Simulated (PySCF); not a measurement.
UHF on Co (cobalt, neutral)

Configuration: [Ar] 3d7 4s2, high-spin 4F determinant. Calculation: PySCF 2.14, in 6-31G*; the non-relativistic Hamiltonian (point nucleus).

| Property | Result |
| --- | --- |
| Total energy | -1381.198821 hartree |
| One-electron energy | -1914.0696 hartree |
| Hartree (Coulomb) energy | 590.9094 hartree |
| Exchange energy | -58.0386 hartree |
| Kinetic energy | 1381.06714 hartree |
| ⟨S²⟩ | 3.7566 |
| ⟨L²⟩ | 12.015 |
| Sum of ⟨r⟩ | 21.85 bohr |
| Sum of ⟨r²⟩ | 39.34 bohr² |
| Density at the nucleus (Gaussians lack the cusp) | 12600 bohr⁻³ |
| Spin density at the nucleus | 0.334 bohr⁻³ |
| Langevin diamagnetic susceptibility | -31.2 ×10⁻⁶ cm³/mol |
| Time after the integrals | 0.08 s of wall time on 1 thread of Intel(R) Xeon(R) 6975P-C (shared host) |

| shell | electrons | mean orbital energy (hartree) | spread (hartree) | rms radius, mean of both spins (bohr) |
| --- | --- | --- | --- | --- |
| 1s α | 1 | -283.02954 | 0 | 0.0659 |
| 1s β | 1 | -283.02792 | 0 | 0.0659 |
| 2s α | 1 | -34.90149 | 0 | 0.279 |
| 2s β | 1 | -34.80078 | 0 | 0.279 |
| 2p α | 3 | -30.15392 | 0 | 0.250 |
| 2p β | 3 | -30.05591 | 0 | 0.250 |
| 3s α | 1 | -4.63963 | 0 | 0.841 |
| 3s β | 1 | -4.36295 | 0 | 0.841 |
| 3p α | 3 | -3.15288 | 0 | 0.896 |
| 3p β | 3 | -2.81764 | 0 | 0.896 |
| 3d α | 5 | -0.68149 | 0.04702 | 1.12 |
| 3d β | 2 | -0.54714 | 0 | 1.12 |
| 4s α | 1 | -0.27358 | 0 | 3.45 |
| 4s β | 1 | -0.24948 | 0 | 3.45 |
